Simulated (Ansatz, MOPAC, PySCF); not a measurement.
Constitutional and geometric isomers with formula C2H4OS. Gas-phase values, no solvent. One relaxed conformer stands for each flexible species; it need not be the lowest. Strings in code marks are SMILES.

Quantity: vertical ionisation energy (energy after one electron is removed minus that of the parent at the parent's geometry), in eV. The restricted reference of `O/C=C/S` is unstable towards unrestricted orbitals.

Level 1: frozen-core CCSD(T)/cc-pVTZ // r2SCAN-D4/def2-TZVP (Ansatz, a quantum-chemistry and plane-wave program)
Level 2: PBE-D3(BJ)/def2-TZVP // r2SCAN-D4/def2-TZVP (PySCF)
Level 3: frozen-core MP2/cc-pVTZ // r2SCAN-D4/def2-TZVP (Ansatz)
Level 4: minus the HOMO energy of PM6 // r2SCAN-D4/def2-TZVP (MOPAC)

| species | level 1 | level 2 | level 3 | level 4 |
|---|---|---|---|---|
| `O/C=C\S` (H–O–C–C torsion 0°, C–C–S–H torsion -99°) | 9.30 | 9.02 | 9.47 | 9.26 |
| `COC=S` (C–O–C–S torsion 0°) | 9.09 | 9.06 | 9.22 | 9.16 |
| `O/C=C/S` (H–O–C–C torsion -180°, C–C–S–H torsion 0°) | 8.16 | 7.83 | 8.22 | 8.58 |
